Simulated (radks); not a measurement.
Ru XXXII, configuration [Ne] 3s2 3p1.

Calculated with a radial shooting solver on a logarithmic mesh with Libxc functionals: scalar-relativistic Kohn-Sham, PBE, spin-polarised, spherical densities, finite nucleus; open shells are filled with parallel spins first (spin-orbit coupling, left out, can overturn this in heavy ions); Fermi nuclear charge, rms radius 4.4809 fm.

Energy parts (eV):
part                       energy
total                 -103225.302
kinetic                107355.871
electron-nucleus      -223396.746
Hartree                 15011.293
exchange-correlation    -2195.720

Orbitals (lengths in bohr, moments of r in powers of bohr):
| orbital | occ. | eigenvalue (eV) | <1/r> |
|---|---|---|---|
| 1s up | 1 | -23618.45 | 45.88 |
| 1s down | 1 | -23616.56 | 45.89 |
| 2s up | 1 | -4754.015 | 10.53 |
| 2s down | 1 | -4752.392 | 10.53 |
| 2p up | 3 | -4442.338 | 10.20 |
| 2p down | 3 | -4440.150 | 10.20 |
| 3s up | 1 | -1858.906 | 4.237 |
| 3s down | 1 | -1850.622 | 4.233 |
| 3p up | 1 | -1760.060 | 4.104 |
| 3p down | 0 | -1751.869 | 4.103 |
| 3d up | 0 | -1635.509 | 3.924 |
| 3d down | 0 | -1628.779 | 3.930 |
| 4s up | 0 | -978.4602 | 2.262 |
| 4s down | 0 | -975.4038 | 2.260 |

The highest occupied level is 3p up at -1760.1 eV. Summed over all electrons, <r^2> = 0.5766 bohr^2, which gives a Langevin (diamagnetic) susceptibility term of -0.457 x 10^-6 cm^3/mol. For comparison, the ionisation energy in NIST's Atomic Spectra Database is 1794 eV (semi-empirical). In exact Kohn-Sham theory the highest level is minus the ionisation energy, but local and semilocal functionals leave it too shallow, through self-interaction and a potential that decays too fast; potentials with the right tail come closer.
